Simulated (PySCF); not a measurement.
**Excitation energy of F⁺ by level of theory**

F⁺ [He] 2s2 2p4 (3P) → F⁺ [He] 2s1 2p4 3s1 (5P), as a difference of total energies. Calculation: PySCF 2.14, in dyall-av3z (15s9p3d2f, 71 functions); no relativity, point nucleus. Correlated levels: valence: 1s2 frozen; virtual orbitals above 40 to 60 times the deepest correlated orbital energy dropped. The calculations carry no spin-orbit coupling.

```
           method  excitation energy (eV)
              UHF                  39.489
    MP2 (valence)                  40.484
SCS-MP2 (valence)                  40.665
   CCSD (valence)                  40.719
CCSD(T) (valence)                  40.703
```

Question: How much does correlation contribute at CCSD(T) (valence)?

Answer: 40.703 − (39.489) = 1.214 eV, measured against UHF.

The upper state lies above the first ionisation limit, where it may autoionise and the basis confines it. A Rydberg-like electron needs more diffuse functions than a valence basis has.

The promoted electron is Rydberg-like, and one or two diffuse shells describe it only roughly, which tends to raise the upper state.
